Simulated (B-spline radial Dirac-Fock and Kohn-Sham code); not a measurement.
Tb³⁺: L3-M45M45 lines in intermediate coupling

System: terbium as Tb³⁺, [Xe] 4f8.

These are calculated numbers from an atomic code on a B-spline grid; the model is multi-electron Dirac-Fock with separately optimised hole states, Breit and Lamb-shift corrections added in first order. The two-hole levels come from diagonalising the Coulomb interaction among the jj configurations; intensities are independent-particle Coulomb rates. Kinetic energies are from the vacuum level. No correlation. Open outer shells are spectators and are not coupled to the holes.

```csv
kinetic energy (eV),J,leading jj holes (weight),leading LS term (weight)
4846.4,0,M4M4 (0.96),¹S0 (0.59)
4867.1,2,M4M4 (0.98),³F2 (0.54)
4891.7,4,M4M5 (0.98),¹G4 (0.90)
4893.1,1,M4M5 (1.00),³P1 (1.00)
4897.0,2,M4M5 (0.97),³P2 (0.52)
4904.6,3,M4M5 (1.00),³F3 (1.00)
4913.5,0,M5M5 (0.96),³P0 (0.59)
4928.5,2,M5M5 (0.99),¹D2 (0.50)
4935.9,4,M5M5 (0.98),³F4 (0.90)
```

The intensity is shared as follows: 4891.7 eV 50.6 %, 4935.9 eV 22.1 %, 4928.5 eV 8.7 %, 4904.6 eV 7.7 %, 4897.0 eV 5.4 %, 4867.1 eV 2.9 %, 4913.5 eV 1.3 %, 4846.4 eV 0.7 %, 4893.1 eV 0.6 %.

The strongest line, by its leading LS label ¹G4, lies at 4891.7 eV. The mean weight of the leading component is 0.98 in jj and 0.73 in LS coupling, so jj labels describe these levels better.
